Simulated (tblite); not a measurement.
C₄H₁₂N₂Si₃.
SMILES with atom numbers: `[CH3:1][Si@@H:2]1[C@H:3]([CH2:4][C:5]#[N:6])[SiH2:7][N:8]1[SiH3:9]` (hydrogens: H10, H11, H12 on C1; H13 on Si2; H14 on C3; H15, H16 on C4; H17, H18 on Si7; H19, H20, H21 on Si9)

The geometry is computed with GFN2-xTB (gas phase).

(1) What internal coordinates does the optimisation give?

Answers

(1) 
| bond | length (Å) | order |
| --- | --- | --- |
| C1–Si2 | 1.891 | single |
| Si2–C3 | 1.924 | single |
| C3–C4 | 1.530 | single |
| C4–C5 | 1.437 | single |
| C5≡N6 | 1.144 | triple |
| C3–Si7 | 1.919 | single |
| Si7–N8 | 1.750 | single |
| N8–Si9 | 1.732 | single |
| Si2–N8 | 1.767 | single |
| C1–H10, C1–H11, C1–H12 | 1.086 | single |
| Si2–H13 | 1.467 | single |
| C3–H14 | 1.091 | single |
| C4–H15 | 1.095 | single |
| C4–H16 | 1.093 | single |
| Si7–H17 | 1.465 | single |
| Si7–H18 | 1.461 | single |
| Si9–H19, Si9–H20, Si9–H21 | 1.465 | single |

Bonds in one row agree within 0.01 Å and their mean is given. Orders are formal, as drawn. A selection of angles:
| angle | degrees |
| --- | --- |
| C1–Si2–C3 | 116.7 |
| C1–Si2–N8 | 113.4 |
| C3–Si2–N8 | 85.5 |
| Si2–C3–C4 | 117.1 |
| Si2–C3–Si7 | 88.7 |
| C4–C3–Si7 | 116.4 |
| C3–C4–C5 | 110.2 |
| C4–C5–N6 | 178.0 |
| C3–Si7–N8 | 86.2 |
| Si7–N8–Si9 | 130.4 |
| Si2–N8–Si7 | 99.6 |
| Si2–N8–Si9 | 129.9 |

Dihedral angles: C1–Si2–C3–C4 5° (synperiplanar); Si2–C3–C4–C5 66° (synclinal); Si2–C3–Si7–N8 1° (synperiplanar); C3–Si7–N8–Si9 -177° (antiperiplanar); C1–Si2–N8–Si7 118° (anticlinal).

The 3 C–Si bonds span 1.891 Å (C1–Si2, drawn single) to 1.924 Å (Si2–C3, drawn single), a spread of 0.033 Å. The N–Si distances run from 1.732 Å (N8–Si9, drawn single) to 1.767 Å (Si2–N8, drawn single), a spread of 0.035 Å. Si7 (SiH2 silicon) has angles from 86.2° to 115.9°. Si2 (SiH silicon) has angles from 85.5° to 116.7°. Of the pairs four or more bonds apart, C1···C5 is among the closest relative to their van der Waals radii: 3.50 Å, 103 % of the sum of Bondi's values. Si9 (SiH3 silicon) is tetrahedral (angles from 106.8° to 111.9°). The 4-membered ring Si2–C3–Si7–N8 has internal angles of 85.5° to 99.6°; it is planar, 0.00 Å rms from its mean plane, widest ring torsion 1°.

Point group: C1 (no symmetry element, even within 0.4 Å). Its lowest GFN2-xTB frequency is 15i cm⁻¹, too small to tell a flat minimum from a shallow saddle. The numbers are those of one conformer.
